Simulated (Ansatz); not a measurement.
A run for Ansatz (a program for electronic structure): R-SVWN5/def2-TZVPPD on HCl (SMILES Cl). Files ending in .json are basis or fitting sets from the Basis Set Exchange.

Ansatz 0.2 input:
```yaml
crystal:
  periodic: [false, false, false]
  atoms:
    - {symbol: Cl, position_ang: [0.62551507, 1.13809305, -0.22468063]}
    - {symbol: H, position_ang: [1.11864222, -0.03363166, -0.05764518]}
basis:
  gaussian:
    orbitals: def2-TZVPPD.json
hamiltonian:
  xc: {name: SVWN5}
scf: {lower_state_search: off}
```

Program output:

```
WARN ansatz: RAYON_NUM_THREADS=2 ignored (pool sized by the plan → 2); use --threads N
Functional definition: SVWN5
these checks for a lower state are left out or cut short: stability, starts, cluster_reference, orbital_swaps, neighbouring_geometries, increment
integrals: 0.01 GiB planned
383 factors; their error is unknown
mean field: 0.12 GiB planned
mean field evaluation 1: about -12498.4075 eV, gradient 1.2e1 eV
mean field evaluation 2: about -12498.3228 eV, gradient 1.5e1 eV
mean field evaluation 4: about -12498.7780 eV, gradient 6.4e-1 eV
mean field evaluation 8: about -12498.7716 eV, gradient 2.6e-3 eV
mean field -12498.77160674 eV, -459.3213845761 hartree, gradient 1.4e-6 eV, S^2 0.000000; 0 other end points of the search recorded, 0 dependent functions left out
reference -12498.77165267 eV, -459.3213862640 hartree; 9, 9 occupied and 59, 59 virtual orbitals, 383 factors
Total energy: -12498.77165267 eV, -459.3213862640 hartree
Checks for a lower state left out: stability, starts, cluster_reference, orbital_swaps, neighbouring_geometries, increment
```

Self-consistency was reached.

Cost: about 0.4 core-seconds (a rough figure).
